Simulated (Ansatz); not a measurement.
System: BN (charge 0, triplet). SMILES: B#N
Geometry: optimised at B3LYP-D3(BJ)/def2-TZVP (Ansatz, an electronic-structure program).

Quantity: vertical electron affinity (to the doublet state of charge -1; a negative value means that the extra electron is unbound and the number depends on the basis; each state is the SCF solution reached for its spin; the UHF <S^2> is 1.33 for the doublet (pure: 0.75); for the doublet T1 is 0.099), in eV. Correlated levels leave the core frozen unless marked. Open shells are spin-unrestricted. No spin-orbit coupling. No relativistic terms. Anions need diffuse functions: aug- sets have them; def2-D sets add few. CBS(X,Y): correlation extrapolated as X^-3; Hartree-Fock from the larger set.

```csv
level,program,vertical electron affinity (eV),minus last row
B3LYP/def2-TZVPD,Ansatz,2.96,-0.08
wB97M-V/def2-TZVPD,Ansatz,2.84,-0.20
wB97X/def2-TZVPD,Ansatz,2.82,-0.22
CCSD/aug-cc-pVDZ,Ansatz,2.76,-0.28
CCSD/def2-TZVPPD,Ansatz,2.79,-0.25
CCSD(T)/def2-TZVPPD,Ansatz,2.96,-0.08
"CCSD(T)/CBS(def2-TZVPPD,def2-QZVPPD)",Ansatz,3.04,0.00
```
